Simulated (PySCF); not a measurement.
Zr(Cl)2(NH2)(Me) (CH5Cl2NZr), SMILES [CH3][Zr]([Cl])([NH2])[Cl], multiplicity 1.

The structure is a stationary point at PBE-D3(BJ)/def2-SVP. The spin state was assumed, not searched. The structure was generated by enumeration; whether it is a known compound was not checked. The def2 effective core potentials stand for the cores of Zr; spin–orbit coupling is left out. Other conformers were not sampled.

Vertical ionisation energy (IE) and electron affinity (EA) in eV. Rows of orbital energies are one-electron estimates. Where ΔSCF, EOM or ADC give a negative EA the extra electron is unbound and the value depends on the basis.

| level | IE | EA |
|---|---|---|
| −ε(HOMO), −ε(LUMO), PBE0/def2-TZVP (PySCF) | 7.91 | 1.78 |
| −ε(HOMO), −ε(LUMO), PBE/def2-TZVP (PySCF) | … | … |

**Question.** What belongs in the gaps? (An estimate is asked for; the answer gives what the named calculation found.)

**Answer.** 
- −ε(HOMO), −ε(LUMO), PBE/def2-TZVP (PySCF), IE: 6.56
- −ε(HOMO), −ε(LUMO), PBE/def2-TZVP (PySCF), EA: 2.66
